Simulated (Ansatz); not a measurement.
Gas-phase reaction (SMILES): N[Si](N)(Br)Br → N[Si](N)Br + Br atom; the Br-Si bond at the site shown breaks (other sites are not compared here).

Structures are relaxed separately at B3LYP-D3(BJ)/def2-TZVP in Ansatz (an electronic-structure program), one conformer each, not searched for the lowest. Correlated levels leave the core frozen unless marked. UHF or UKS for open shells. No spin-orbit coupling. The frozen core is the preceding noble-gas configuration, with the filled d and f shells of earlier blocks. No relativistic terms. CBS marks a two-point X^-3 extrapolation of the correlation energy; Hartree-Fock from the larger set. The bracket is a focal-point correction in the basis named. Thermal terms are rigid-rotor harmonic-oscillator values from B3LYP-D3(BJ) frequencies (Ansatz) at 298.15 K and 1 atm. 1 Eh = 627.5095 kcal/mol. Atoms have translation alone.

| species | E, RI-MP2/CBS(def2-TZVPP,def2-QZVPP)+[CCSD(T)-MP2]/def2-TZVPP (Ansatz) (Eh) | E, B3LYP-D3(BJ)/def2-TZVPD (Ansatz + dftd3) (Eh) | H - E (Eh) |
|---|---|---|---|
| N[Si](N)(Br)Br | -5546.43315 | -5550.04936 | 0.06450 |
| N[Si](N)Br | -2973.63799 | -2975.75542 | 0.06069 |
| Br atom | -2572.63295 | -2574.14138 | 0.00236 |

**Question.** Work out ΔE and ΔH at 298.15 K at the first level, then ΔH at the second.

**Answer.** 
1. ΔE = [(-2973.63799) + (-2572.63295)] - [(-5546.43315)] = 0.16221 Eh = 101.8 kcal/mol at RI-MP2/CBS(def2-TZVPP,def2-QZVPP)+[CCSD(T)-MP2]/def2-TZVPP.
2. The terms H - E add up to -0.00145 Eh, so ΔH = (0.16221 + (-0.00145))×627.5095 = 100.9 kcal/mol.
3. At B3LYP-D3(BJ)/def2-TZVPD the same steps give ΔE = 95.7 and ΔH = 94.8 kcal/mol, a shift of -6.1 from the first level.
4. These values are not checked against measurement here, since the tables used lack a sound gas-phase enthalpy of formation for at least one species.
